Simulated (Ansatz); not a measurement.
A run for Ansatz (an electronic-structure program): U-B97M-V/def2-TZVPP on AsO, 2S+1 = 2, a spin state set in the input, which need not be the lowest, a point of a bond scan (R = 1.622 Å).

Ansatz 0.2 input:
```yaml
crystal:
  periodic: [false, false, false]
  atoms:
    - {symbol: O, position_ang: [0.00000000, 0.00000000, 0.00000000]}
    - {symbol: As, position_ang: [0.00000000, 0.00000000, 1.62158900]}
basis:
  gaussian:
    orbitals: def2-TZVPP
    pivot_positions_ang: [[0.00000000, 0.00000000, 0.00000000], [0.00000000, 0.00000000, 1.62158900]]
hamiltonian:
  xc: {name: B97M-V}
magnetization: {spin_polarized: true, initial_magnetization: 1}
output: {forces: true, orbitals: {seedname: ./end}}
```

The head of its log:

```
WARN ansatz: RAYON_NUM_THREADS=2 ignored (pool sized by the plan → 2); use --threads N
Functional definition: B97M-V
integrals: 0.02 GiB planned
524 factors; their error is unknown
mean field: 0.30 GiB planned
mean field evaluation 1: about -62866.8102 eV, gradient 4.8e1 eV
mean field evaluation 2: about -62752.3126 eV, gradient 1.3e2 eV
```

What total energy does the run end on?

-2310.6475 hartree.
